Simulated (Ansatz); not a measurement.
The cluster Rb₂F₂⁺, relaxed as a doublet with UKS PBE0-D4/def2-TZVP in Ansatz, starting from the GFN2-xTB geometry. Force threshold 0.02 eV/Å.

In the def2 sets Rb takes a core potential; there is no spin–orbit coupling. In the doublet, F3 and F4 lie 1.95 Å apart (atoms count from 1), so these atoms are partly bonded to each other. The relaxation made no stability test and no search for a lower SCF solution. The structure comes from a short search, and lower isomers may exist.

Start:

```csv
atom,x (Å),y (Å),z (Å)
Rb1,1.913,-0.221,-0.770
Rb2,-1.912,0.255,0.768
F3,0.419,0.275,0.954
F4,-0.420,-0.310,-0.951
```

```tsv
step	energy (eV)	largest force component (eV/Å)	SCF passes
1	-6738.0053	2.736	52
2	-6738.8061	0.905	24
3	-6739.0597	0.159	23
4	-6739.0655	0.053	21
5	-6739.0658	0.003	17
```

Force components are those of the run's own axes.

End:

Cartesian coordinates in Å:
```
Rb 2.288 -0.284 -0.920
Rb -2.288 0.286 0.920
F 0.379 0.263 0.860
F -0.379 -0.265 -0.860
```

By distances, no bond broke or formed. The bond that changes most is Rb1–F3, from 2.33 to 2.67 Å (atoms count from 1).

No frequencies were taken in this run, so the end may be a saddle point.

Hardware: 4 threads of Arm Neoverse V2 on a shared host. Wall time 9.5 s.
